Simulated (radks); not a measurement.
Question: These are the eigenvalues of the occupied orbitals of an atom or ion with whole-number occupations (Ry). Calculated with a radial shooting solver on a logarithmic mesh with Libxc functionals: non-relativistic Kohn-Sham, BLYP, spin-unpolarised, spherical densities, point nucleus.

| orbital | eigenvalue |
|---|---|
| 1s | -3238.098 |
| 2s | -511.8505 |
| 2p | -486.1283 |
| 3s | -111.9839 |
| 3p | -100.6368 |
| 3d | -79.48800 |
| 4s | -22.16084 |
| 4p | -17.79424 |
| 4d | -10.05333 |
| 5s | -3.22981 |
| 5p | -2.08225 |
| 4f | -0.83945 |
| 6s | -0.58501 |

Which element is it, and in what charge state? The configuration may be excited.

Answer: Z = 62, samarium, charge +1: Sm+ in [Xe] 4f6 6s1. The list shows which subshells hold electrons but not how many an open one holds; the 1s level, -1619 hartree, gives Z - s = 56.9 by -(Z - s)^2/2, which with screening narrows Z to a few neighbours, and the depths of the outer levels then fix element, charge and occupations together.
